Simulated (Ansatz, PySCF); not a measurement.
O₄Rh, SMILES [O]=[Rh+](=[O])(=[O])=[O], charge +1, multiplicity 1. Atoms are numbered in the order given.

```xyz
5

Rh     0.0000     0.0000     0.0000
O      0.9716     0.9716     0.9716
O     -0.9716     0.9716    -0.9716
O     -0.9716    -0.9716     0.9716
O      0.9716    -0.9716    -0.9716
```
Charge +1, spin multiplicity 1.

Coordinates come from a B3LYP-D3(BJ)/def2-SVP optimisation. The spin state was assumed, not searched. The def2 effective core potentials stand for the cores of Rh; spin–orbit coupling is left out.

Two levels are set side by side: PBE-D3(BJ)/def2-SVP (Ansatz, an electronic-structure program) and B3LYP-D3(BJ)/def2-SVP (Ansatz). Each level has its own optimised geometry; the coordinates shown are those of the second. Frequencies come from the Hessian of PySCF at each geometry. Differences are taken from unrounded values.

| quantity | B3LYP-D3(BJ) |
|---|---|
| mean bond length (Å) | 1.683 |
| bond Rh1–O2 (Å) | 1.683 |
| bond Rh1–O3 (Å) | 1.683 |
| bond Rh1–O4 (Å) | 1.683 |
| bond Rh1–O5 (Å) | 1.683 |
| highest harmonic wavenumber (cm⁻¹) | 949 |
| mean harmonic wavenumber (cm⁻¹) | 605 |
| zero-point energy (kcal/mol) | 7.79 |

Q: What does PBE-D3(BJ) give, and how far is it from B3LYP-D3(BJ)? (Estimate from the structure and the level; the computed values follow.)

A: 
| quantity | PBE-D3(BJ) | PBE-D3(BJ) minus B3LYP-D3(BJ) |
|---|---|---|
| mean bond length (Å) | 1.702 | 0.019 |
| bond Rh1–O2 (Å) | 1.702 | 0.019 |
| bond Rh1–O3 (Å) | 1.702 | 0.019 |
| bond Rh1–O4 (Å) | 1.702 | 0.019 |
| bond Rh1–O5 (Å) | 1.702 | 0.019 |
| highest harmonic wavenumber (cm⁻¹) | 907 | -42 |
| mean harmonic wavenumber (cm⁻¹) | 578 | -27 |
| zero-point energy (kcal/mol) | 7.44 | -0.35 |

GGA bonds tend to be longer and softer than those of functionals with exact exchange. Differences between two approximate levels are no errors against the true value.
